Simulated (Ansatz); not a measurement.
Reaction (isomerisation): `FC/C=N\[SiH3]` → `C[SiH](F)C=N`

Computed with Ansatz on PBE0-D4/def2-TZVP structures; ΔE is electronic, products minus reactants. CBS: MP2 limit from def2 TZ/QZ plus the TZ coupled-cluster correction, frozen cores. DFT in def2-TZVPP. One conformer a species, not always the lowest.

```tsv
level	ΔE (kJ/mol)	difference from CCSD(T)/CBS
r2SCAN-D4	-207.8	8.7
ωB97X-V	-201.8	14.7
ωB97M-V	-208.6	7.9
PBE	-201.3	15.2
r2SCAN	-208.0	8.5
PBE0	-204.0	12.5
MP2/def2-TZVPP	-217.4	-0.9
SCS-MP2/def2-TZVPP	-210.7	5.8
CCSD/def2-TZVPP	-211.0	5.5
HF/CBS(def2)	-198.7	17.8
CCSD(T)/CBS	-216.5	0
```

Largest T1 diagnostic among the species: 0.013.

In def2-TZVPP, CCSD(T) changes the Hartree–Fock value by −14.2 kJ/mol (the triples alone add −0.2 kJ/mol) and MP2 by −20.5 kJ/mol.
